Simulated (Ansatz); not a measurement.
In₇N₇H₂₀, a nanocrystal cut from zinc blende InN (hydrogen-capped). Charge 0, multiplicity 1. Geometry PBE-D4/def2-SVP; atoms count from 1.

```xyz
34

In    3.014    1.608   -0.119
In   -2.268   -1.381    2.305
In    1.378   -1.458    0.840
In   -0.373    1.843    1.095
In    0.188    2.404   -2.422
In   -1.459   -0.659   -1.472
In    1.931   -0.886   -2.677
N    -1.842    0.756    2.519
N     1.414    0.656    1.234
N     2.025    1.233   -2.058
N    -0.254   -2.238    2.288
N    -2.824   -1.516    0.192
N     0.433   -1.606   -1.086
N    -1.150    1.378   -0.856
H     4.388    0.543    0.077
H     2.921    3.308    0.289
H    -3.391   -2.064    3.448
H     2.727   -2.467    1.255
H    -0.420    3.464    1.713
H     0.369    4.026   -1.791
H    -0.541    1.932   -3.941
H    -2.371   -1.032   -2.900
H     3.410   -1.712   -2.236
H     1.033   -1.041   -4.170
H    -1.506    0.937    3.478
H    -2.730    1.280    2.476
H     1.820    0.799    2.174
H     2.693    1.639   -2.738
H     0.146   -2.177    3.238
H    -0.323   -3.255    2.125
H    -2.988   -2.506   -0.049
H    -3.752   -1.083    0.060
H     0.341   -2.609   -1.320
H    -2.042    1.886   -0.974
```

In the def2 sets In takes a core potential; there is no spin–orbit coupling. Single mean-field runs in def2-TZVP are fitted with def2-universal-jkfit.

Question: Estimate the Mulliken populations of the heavy atoms from the PBE0/def2-TZVP orbitals of Ansatz.

Answer: 
| atom | charge (e) |
| --- | --- |
| In1 | 0.51 |
| In2 | 0.85 |
| In3 | 0.85 |
| In4 | 0.85 |
| In5 | 0.51 |
| In6 | 0.85 |
| In7 | 0.51 |
| N8 | -0.87 |
| N9 | -0.99 |
| N10 | -0.98 |
| N11 | -0.87 |
| N12 | -0.87 |
| N13 | -0.99 |
| N14 | -0.99 |
Mulliken values depend strongly on the basis.

Question: And the Mayer bond orders between heavy atoms (over 0.3)?

Answer: In1–N9 0.46 (2.30 Å); In1–N10 0.60 (2.21 Å); In2–N8 0.60 (2.19 Å); In2–N11 0.60 (2.19 Å); In2–N12 0.60 (2.19 Å); In3–N9 0.66 (2.15 Å); In3–N11 0.39 (2.32 Å); In3–N13 0.66 (2.15 Å); In4–N8 0.39 (2.32 Å); In4–N9 0.66 (2.15 Å); In4–N14 0.66 (2.15 Å); In5–N10 0.60 (2.21 Å); In5–N14 0.46 (2.30 Å); In6–N12 0.39 (2.32 Å); In6–N13 0.66 (2.15 Å); In6–N14 0.66 (2.15 Å); In7–N10 0.60 (2.21 Å); In7–N13 0.46 (2.30 Å).
